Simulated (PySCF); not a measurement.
## Telling isomers of C$_{8}$H$_{12}$ apart by NMR

Method: coordinates at the GFN2-xTB level, shieldings: GIAO PBE0/pcSseg-1, in PySCF 2.14 (non-relativistic, averaged over atoms made equivalent by symmetry, fast rotation or ring inversion, one conformer, no solvent model).

Scale: TMS for 1H, 13C (reference shieldings calculated alike). Where no couplings were computed, multiplicities follow the n + 1 count of equivalent neighbours, and m marks all less simple cases (inequivalent or close neighbours, rings, F or P nearby). Shifts are as computed. Against solution values, carbons near 30 ppm lie about +3 ppm off and those near 130 ppm about +5 ppm. Of 1211 compounds with measured shifts, 218 miss one by over three times the rms of a fit or turn the order of signals round; such compounds aren't used in these exercises.

(1) Tabulate the signals of `C=C[C@@H]1CC=CCC1`, `C=CCC(=C)/C=C\C`, `C=C[C@@]1(C)CC12CC2`, `C=CC/C=C/CC=C` and their relative energies.

(2) What is the quickest way to tell C=CCC(=C)/C=C\C from C=C[C@@]1(C)CC12CC2?

(3) What is the quickest way to tell C=CCC(=C)/C=C\C from C=CC/C=C/CC=C?

(4) What is the quickest way to tell C=C[C@@H]1CC=CCC1 from C=CC/C=C/CC=C?

Answers

(1) 
```json
{"SMILES": "C=C[C@@H]1CC=CCC1", "carbon types": "4×CH 4×CH2", "δC": "154.4, 134.8, 134.3, 119.1, 45.4, 36.5, 32.9, 29.7", "δH": "6.06 (m, 1H), 6.05 (m, 1H), 6.04 (m, 1H), 5.39 (m, 1H), 5.20 (m, 1H), 2.28 (m, 1H), 2.16 (m, 1H), 2.10 (m, 1H), 2.01 (m, 1H), 1.97 (m, 1H), 1.65 (m, 1H), 1.33 (m, 1H)", "E rel. (kcal/mol)": "0.0"}
{"SMILES": "C=CCC(=C)/C=C\\C", "carbon types": "1×C 3×CH 3×CH2 1×CH3", "δC": "153.8, 147.3, 141.0, 133.7, 126.1, 122.8, 45.0, 19.2", "δH": "6.48 (d, 1H), 6.04 (m, 1H), 5.78 (m, 1H), 5.51 (m, 1H), 5.45 (m, 1H), 5.39 (m, 1H), 5.37 (m, 1H), 3.15 (d, 2H), 1.98 (d, 3H)", "E rel. (kcal/mol)": "23.5"}
{"SMILES": "C=C[C@@]1(C)CC12CC2", "carbon types": "2×C 1×CH 4×CH2 1×CH3", "δC": "154.1, 116.3, 27.7, 25.4, 24.4, 20.2, 8.3, 6.7", "δH": "5.86 (m, 1H), 5.33 (m, 1H), 5.22 (m, 1H), 1.23 (s, 3H), 0.92 (m, 1H), 0.90 (m, 1H), 0.86 (m, 1H), 0.79 (m, 1H), 0.78 (m, 1H), 0.69 (m, 1H)", "E rel. (kcal/mol)": "30.8"}
{"SMILES": "C=CC/C=C/CC=C", "carbon types": "4×CH 4×CH2", "δC": "147.4, 138.5, 121.5, 45.5", "δH": "5.97 (m, 2H), 5.61 (m, 2H), 5.40 (m, 2H), 5.25 (m, 2H), 2.85 (m, 4H)", "E rel. (kcal/mol)": "25.1"}
```

Energies are electronic energies at PBE0/pcSseg-1 on these geometries, without zero-point or thermal terms, each for the one conformer computed, which needn't be the lowest.

(2) Both give the same number of carbon signals, but DEPT or the intensities differ. The first has a fully substituted alkene carbon (C) at 153.8 ppm, the second a three-membered-ring carbon (C) at 27.7 ppm. Their most deshielded carbons lie at 153.8 and 154.1 ppm. In the proton spectra the most deshielded non-exchanging signals are 6.48 (d, 1H) and 5.86 (m, 1H).

(3) Count the carbon signals: 8 against 4. The first has a fully substituted alkene carbon (C) at 153.8 ppm, the second an alkene CH at 138.5 ppm. Their most deshielded carbons lie at 153.8 and 147.4 ppm. In the proton spectra the most deshielded non-exchanging signals are 6.48 (d, 1H) and 5.97 (m, 2H).

(4) Count the carbon signals: 8 against 4. The first has an allylic sp3 CH at 45.4 ppm, the second an allylic sp3 CH2 at 45.5 ppm. Their most deshielded carbons lie at 154.4 and 147.4 ppm.
